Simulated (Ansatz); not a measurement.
`N[Si]1(O)CC1`. Charge 0, multiplicity 1.

Cartesian coordinates in Å:
```
N 1.234 -0.852 -1.153
Si 0.458 -0.103 0.167
O 1.508 0.113 1.408
C -1.285 -0.275 0.646
C -0.908 1.053 -0.154
H 1.639 -1.771 -1.069
H 0.909 -0.673 -2.088
H 2.370 0.454 1.162
H -1.947 -0.951 0.114
H -1.604 -0.114 1.672
H -1.371 1.151 -1.132
H -1.003 1.966 0.428
```

Task: List the harmonic frequencies (cm⁻¹, unscaled) at PBE0-D4/def2-TZVP in Ansatz. (An estimate is asked.)

Result: Ansatz gave: 189, 205, 219, 258, 304, 365, 396, 560, 613, 702, 716, 810, 830, 844, 876, 957, 972, 1034, 1042, 1180, 1405, 1423, 1576, 3121, 3127, 3191, 3208, 3606, 3704, 3903.

Task: Is this a minimum?

Result: Yes, all 30 modes are real.

Task: Give the ideal-gas thermochemistry at 298.15 K and 1 bar (rigid rotor, harmonic oscillator; point group C1, symmetry number 1).

Result: Zero-point energy 247.2 kJ/mol; H(298) − E = 268.2 kJ/mol; entropy 333.3 J/(mol·K), of which translation 164.9, rotation 109.3, vibration 59.2; G(298) − E = 168.9 kJ/mol.
